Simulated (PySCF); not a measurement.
PBE on C⁻ (carbon, charge -1), [He] 2s2 2p3, high-spin 4S determinant. Calculation: PySCF 2.14, in def2-TZVPPD (6s3p3d1f, 37 functions); no relativity, point nucleus.

```
cycle= 1 E= -37.8402804843688  delta_E= -0.00436  |g|= 0.00387  |ddm|= 0.149
cycle= 2 E= -37.840293363819  delta_E= -1.29e-05  |g|= 0.000926  |ddm|= 0.0125
cycle= 3 E= -37.8402933639815  delta_E= -1.63e-10  |g|= 0.000956  |ddm|= 0.00243
cycle= 4 E= -37.8402940282294  delta_E= -6.64e-07  |g|= 0.000129  |ddm|= 0.00131
cycle= 5 E= -37.8402940414963  delta_E= -1.33e-08  |g|= 6.83e-06  |ddm|= 0.000198
cycle= 6 E= -37.8402940415317  delta_E= -3.54e-11  |g|= 5.29e-07  |ddm|= 7.98e-06
converged SCF energy = -37.8402940415317  <S^2> = 3.7537789  2S+1 = 4.001889
```

Highest occupied orbital energy: 2.981 eV; ⟨L²⟩ = 0.00; populations by l: s 4.00, p 3.00, d 0.00, f 0.00.

Problem. Can this result be used?

Solution. With care. The calculation finished and met its thresholds. At PBE the highest occupied level has a positive energy, so only the finite basis holds that electron; in a semilocal or global hybrid functional this comes from self-interaction and does not mean that the real anion is unbound.
